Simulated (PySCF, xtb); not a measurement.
C₂H₄BN₃, SMILES NB1N=CC=N1. One conformer was computed; it need not be the lowest.

Harmonic wavenumbers (cm⁻¹) from GFN2-xTB run with xtb at its own minimum, in rising order: 132, 270, 420, 551, 588, 590, 621, 725, 798, 806, 857, 908, 910, 1019, 1183, 1205, 1420, 1538, 1638, 1656, 3046, 3055, 3491, 3537.

Problem. What does B3LYP-D3(BJ)/def2-SVP (PySCF) give at its own minimum? (An estimate is asked for; the answer gives what the named calculation found.)

Solution. 151, 314, 466, 576, 619, 677, 682, 795, 820, 878, 886, 897, 1002, 1135, 1311, 1327, 1442, 1615, 1644, 1685, 3085, 3099, 3592, 3701. Paired by order, the mean absolute difference is 61 cm⁻¹ and the zero-point energies are 44.3 and 46.3 kcal/mol.
